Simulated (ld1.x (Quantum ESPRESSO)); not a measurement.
Values are calculated unless marked as measured or tabulated.
## Potentials for Sn compared

Generated with ld1.x 7.5 (TM, RRKJ, ultrasoft, PAW), atompaw 4.2 or ONCVPSP 4.0.1. The cutoff is in Ry: for ld1.x and atompaw files where the sum of valence levels is converged to 10 mRy in a Bessel basis, for ONCV files where the hardest occupied wave has 1 mHa per electron of residual kinetic energy. The error is the largest all-electron minus pseudo excitation energy over each file’s own four to seven test configurations (ionisations up to +4, promotions, holes and added fractions of an electron), all of which were solved. The labels leave out finer settings (local radius, basis sizes, second energies), which also bear on the numbers. Spin-polarised tests are not counted. The rows are a selection from randomly drawn settings: files with unsolved tests, undetermined cutoffs or missed reference levels are left out.

A true bound ghost makes a file unfit for plane-wave use even where its test errors are small: the radial tests pick states by their node count and pass the ghost by.

```tsv
potential	cutoff (Ry)	largest error (meV)	bound ghosts
TM, PW91, scalar-relativistic, rc 1.95/1.90/1.40 (spd), local d, core correction yes, reference 4d10 5s2 5p2	90	-213	s, p
TM, PBEsol, scalar-relativistic, rc 2.05/2.65/2.75 (spd), local s, core correction yes, reference 5s1.75 5p2.25	18	-56	none
TM, LDA (PZ), scalar-relativistic, rc 1.70/2.60 (sp), local s, core correction yes, reference 5s2 5p2	25	-333	none
RRKJ, PBE, non-relativistic, rc 1.60/2.15 (sp), local s, core correction no, reference 5s2 5p2	35	+176	none
TM, PBE, scalar-relativistic, rc 1.75/2.20/1.00 (spd), local s, core correction no, reference 4d10 5s1 5p3	110	-248	none
```

(1) Fill in the row for Sn: TM, PBE, scalar-relativistic, rc 2.15/2.50 (sp), local s, core correction yes, reference 5s2 5p1.5.

(2) Fill in the row for Sn: TM, LDA (PZ), fully relativistic, rc 1.55/2.30 (sp), local s, core correction yes, reference 5s2 5p0.

Results:

(1) cutoff 21 Ry, largest error -284 meV, bound ghosts: none.

(2) cutoff 50 Ry, largest error -108 meV, bound ghosts: none.
